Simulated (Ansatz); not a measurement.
Input file for Ansatz (a first-principles code): R-r2SCAN/def2-TZVPPD on HF (SMILES F). Files ending in .json are basis or fitting sets from the Basis Set Exchange.

Ansatz 0.2 input:
```yaml
crystal:
  periodic: [false, false, false]
  atoms:
    - {symbol: F, position_ang: [-0.23388643, 0.85647079, 0.58511113]}
    - {symbol: H, position_ang: [-0.16839628, 0.55535679, 1.46867864]}
basis:
  gaussian:
    orbitals: def2-TZVPPD.json
hamiltonian:
  xc: {name: r2SCAN}
scf: {lower_state_search: off}
```

The head of its log:

```
WARN ansatz: RAYON_NUM_THREADS=2 ignored (pool sized by the plan → 2); use --threads N
Functional definition: r2SCAN
these checks for a lower state are left out or cut short: stability, starts, cluster_reference, orbital_swaps, neighbouring_geometries, increment
integrals: 0.00 GiB planned
256 factors; their error is unknown
mean field: 0.09 GiB planned
mean field evaluation 1: about -2731.8237 eV, gradient 3.4e1 eV
mean field evaluation 2: about -2728.5101 eV, gradient 6.0e1 eV
```

### Question
What total energy does the run end on?

### Answer
-100.4485 hartree.
